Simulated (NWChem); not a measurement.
System: C$_{2}$H$_{7}$NOSi; SMILES OC/C=N/[SiH3]

```xyz
12

O      0.4817     2.8317     0.0840
C     -0.4922     1.8417    -0.0842
C      0.0927     0.4577    -0.1904
N     -0.5206    -0.5793     0.1934
Si     0.0843    -2.2179     0.0487
H      0.8702     2.7251     0.9584
H     -1.2727     1.8392     0.6999
H     -1.0038     2.0580    -1.0394
H      1.1081     0.4488    -0.6541
H      0.1255    -2.8241     1.4112
H     -0.8649    -2.9954    -0.7994
H      1.4567    -2.2732    -0.5613
```
Atoms are numbered in this order, from 1.

Program: NWChem. Pople sets run with spherical d functions. Structure relaxed at the PBE0/def2-SVP level. Not confirmed as a minimum by frequencies. Absolute isotropic GIAO shieldings of the H sites, static isolated molecule, three-fold rotors averaged.

```csv
row,"σ, PBE0/pcSseg-1 (ppm)","σ, B3LYP/6-311G** (ppm)"
H9,22.55,22.81
H10 (rotor mean),26.44,26.81
H8,26.99,27.52
H7,27.18,27.62
H6,30.80,withheld
```

Problem. Fit a straight line of the last column on the one before it, predict the withheld value, and compare with the run.

Solution. 
1. Means of the 4 shown rows: x = 25.790, y = 26.190. Slope Σ(x − x̄)(y − ȳ)/Σ(x − x̄)² = 14.94/14.29 = 1.045; intercept -0.761.
2. The shown rows scatter about the line by 0.050 (root mean square); the largest residual is +0.08, at H8.
3. At x = 30.80 (H6; beyond the shown range) the line gives 31.42.
4. The run gives 31.56, +0.14 from the line, 2.8 times the scatter.
